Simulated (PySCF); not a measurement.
Vertical excitations of a molecule C₂H₅NOSi from TDA-LC-ωPBE/def2-SVPD (PySCF), as energy in eV (oscillator strength): 7.38 (0.000), 7.60 (0.003), 7.60 (0.007), 8.08 (0.001), 8.13 (0.000), 8.98 (0.342), 9.02 (0.003), 9.26 (0.026), 9.26 (0.040), 9.46 (0.082). Lowest triplet (TDA): 6.61 eV. The structure is a stationary point at ωB97X-D3(BJ)/def2-SVP. One conformer was computed; it need not be the lowest.

Q: Pick the molecule that these values belong to.
A. C1=NC[SiH2]O1
B. C[SiH2]N=C=O
C. [SiH3]C1=NCO1
D. N[Si@H]1C=CO1

A: B, C[SiH2]N=C=O
